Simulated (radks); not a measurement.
Spherical jellium clusters: N electrons in a uniform positive sphere of charge N and radius rs N^(1/3), rs = 2.87 bohr. Calculated with a radial shooting solver with Libxc functionals: non-relativistic Kohn-Sham, exchange-only LDA, spin-polarised, spherical densities. Levels are named by radial order and angular momentum (1s, 1p, 1d, 2s, ...), and open shells are averaged over m. Each electron was tried in the lowest free levels, single moves between levels near the top were tried too, and the lowest total energy was kept; such a search can miss a lower state. Energies include the self-energy of the background; IP and EA are vertical (highest electron removed, lowest free level filled), at fixed background; spill-out counts the electrons outside the background radius R, and alpha is the static dipole polarisability from linear response (closed shells only). A dash means not computed or, for alpha, an open shell; in EA it means that no bound solution was reached, which is typical of self-interaction and does not show that the anion is unstable. Real open-shell clusters deform, which this model forbids.

| N | open shells | 2S | E/N (eV) | E(N+1) + E(N-1) - 2E(N) (eV) | IP (eV) | -e(HOMO) (eV) | alpha/R^3 |
|---|---|---|---|---|---|---|---|
| 1 | 1s(up 1, down 0) | 1 | -0.332 | - | - | 3.215 | - |
| 2 | none | 0 | -0.582 | 1.290 | 5.506 | 3.284 | 2.182 |
| 3 | 1p(up 1, down 0) | 1 | -0.235 | -0.892 | 3.737 | 1.802 | - |
| 4 | 1p(up 2, down 0) | 2 | -0.285 | -0.755 | 4.664 | 2.584 | - |
| 5 | 1p(up 3, down 0) | 3 | -0.466 | 1.001 | 5.217 | 3.120 | - |
| 6 | 1p(up 3, down 1) | 2 | -0.419 | -0.791 | 4.011 | 2.263 | - |
| 7 | 1p(up 3, down 2) | 1 | -0.499 | -0.558 | 4.705 | 2.863 | - |
| 8 | none | 0 | -0.629 | 1.956 | 5.145 | 3.290 | 1.774 |
| 9 | 1d(up 1, down 0) | 1 | -0.513 | -0.431 | 3.077 | 1.472 | - |
| 10 | 1d(up 2, down 0) | 2 | -0.463 | -0.389 | 3.547 | 1.919 | - |
| 11 | 1d(up 3, down 0) | 3 | -0.457 | -0.347 | 3.913 | 2.279 | - |
| 12 | 1d(up 4, down 0) | 4 | -0.481 | -0.306 | 4.208 | 2.577 | - |
| 13 | 1d(up 5, down 0) | 5 | -0.525 | 0.408 | 4.453 | 2.829 | - |
| 14 | 1d(up 5, down 0) 2s(up 1, down 0) | 6 | -0.534 | 0.430 | 3.980 | 2.524 | - |
| 15 | 1d(up 5, down 1) 2s(up 1, down 0) | 5 | -0.513 | -0.378 | 3.628 | 2.158 | - |
| 16 | 1d(up 5, down 2) 2s(up 1, down 0) | 4 | -0.518 | -0.378 | 3.952 | 2.470 | - |
| 17 | 1d(up 5, down 4) | 1 | -0.545 | -0.350 | 4.300 | 2.800 | - |
| 18 | none | 0 | -0.588 | 0.110 | 4.501 | 3.007 | 1.588 |
| 19 | 2s(up 1, down 0) | 1 | -0.621 | 0.342 | 4.347 | 2.923 | - |
| 20 | none | 0 | -0.633 | 1.061 | 4.017 | 2.678 | 1.648 |
| 21 | 1f(up 1, down 0) | 1 | -0.594 | -0.235 | 3.006 | 1.640 | - |
| 22 | 1f(up 2, down 0) | 2 | -0.569 | -0.216 | 3.229 | 1.866 | - |
| 23 | 1f(up 3, down 0) | 3 | -0.556 | -0.200 | 3.426 | 2.066 | - |
| 24 | 1f(up 4, down 0) | 4 | -0.552 | -0.186 | 3.601 | 2.246 | - |
| 25 | 1f(up 5, down 0) | 5 | -0.555 | -0.172 | 3.758 | 2.408 | - |
| 26 | 1f(up 6, down 0) | 6 | -0.566 | -0.160 | 3.899 | 2.556 | - |
| 27 | 1f(up 7, down 0) | 7 | -0.581 | 0.712 | 4.028 | 2.692 | - |
| 28 | 1f(up 7, down 0) 2p(up 1, down 0) | 8 | -0.570 | -0.103 | 3.285 | 2.073 | - |
| 29 | 1f(up 7, down 0) 2p(up 2, down 0) | 9 | -0.563 | -0.093 | 3.473 | 2.261 | - |
| 30 | 1f(up 7, down 0) 2p(up 3, down 0) | 10 | -0.559 | 0.053 | 3.632 | 2.422 | - |
| 31 | 1f(up 7, down 1) 2p(up 3, down 0) | 9 | -0.555 | -0.788 | 3.632 | 2.390 | - |
| 32 | 1f(up 7, down 5) | 2 | -0.575 | 0.172 | 3.822 | 2.556 | - |
| 33 | 1f(up 7, down 6) | 1 | -0.588 | -0.134 | 3.945 | 2.685 | - |
| 34 | none | 0 | -0.605 | 0.393 | 4.058 | 2.803 | 1.457 |
| 35 | 2p(up 1, down 0) | 1 | -0.610 | -0.102 | 3.643 | 2.448 | - |
| 36 | 2p(up 2, down 0) | 2 | -0.617 | -0.086 | 3.777 | 2.583 | - |
| 37 | 2p(up 3, down 0) | 3 | -0.626 | 0.462 | 3.889 | 2.699 | - |
| 38 | 2p(up 3, down 1) | 2 | -0.623 | -0.107 | 3.451 | 2.315 | - |
| 39 | 2p(up 3, down 2) | 1 | -0.622 | -0.093 | 3.602 | 2.466 | - |
| 40 | none | 0 | -0.624 | 0.591 | 3.733 | 2.598 | 1.583 |
| 41 | 1g(up 1, down 0) | 1 | -0.611 | -0.133 | 3.175 | 2.012 | - |
| 42 | 1g(up 2, down 0) | 2 | -0.602 | -0.126 | 3.280 | 2.120 | - |
| 43 | 1g(up 3, down 0) | 3 | -0.596 | - | 3.379 | 2.222 | - |

All shells are closed at N = 2, 8, 18, 20, 34, 40 (there: 1s2 1p6 1d10 2s2 1f14 2p6); the second difference of the energy has clear peaks (12 % above both neighbours; the first and last values, which can be the largest, are not judged, and half-filled shells can peak too) at N = 5, 8, 20, 27, 30, 32, 34, 37, 40.
